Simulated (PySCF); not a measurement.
CHF₂NOSi. Atoms are numbered in the order given.

```xyz
7

Si    -0.9251    -0.3635     0.0000
F     -1.5312     0.3737     1.2947
F     -1.5312     0.3737    -1.2947
N      0.7593    -0.1735     0.0000
C      1.9484     0.0041     0.0000
O      3.1035     0.1660     0.0000
H     -1.3206    -1.7755     0.0000
```
Charge 0, spin multiplicity 1.

Geometry: B3LYP-D3(BJ)/def2-SVP. The structure was generated by enumeration, and PubChem lists no compound with its InChIKey, so it may never have been made. One conformer was computed; it need not be the lowest.

Computed with PBE0/pcSseg-1 (PySCF).

GIAO shieldings, no solvent; atoms alike by connectivity are averaged. δ = σ(ref) − σ: ²⁹Si against TMS (σ = 352.7 ppm); ¹⁹F against CFCl3 (σ = 167.2 ppm); ¹⁵N against NH3 (σ = 267.4 ppm); ¹³C against TMS (σ = 186.3 ppm); ¹⁷O against H2O (σ = 334.2 ppm); ¹H against TMS (σ = 31.56 ppm), references at their B3LYP-D3(BJ)/def2-TZVP geometries, non-relativistic.

```json
[
 {"nucleus": "²⁹Si", "atoms": "Si1", "count": "1", "δ (ppm)": "-71.8"},
 {"nucleus": "¹⁹F", "atoms": "F2, F3", "count": "2", "δ (ppm)": "-144.9"},
 {"nucleus": "¹⁵N", "atoms": "N4", "count": "1", "δ (ppm)": "52.5"},
 {"nucleus": "¹³C", "atoms": "C5", "count": "1", "δ (ppm)": "126.0"},
 {"nucleus": "¹⁷O", "atoms": "O6", "count": "1", "δ (ppm)": "148.1"},
 {"nucleus": "¹H", "atoms": "H7", "count": "1", "δ (ppm)": "4.79"}
]
```
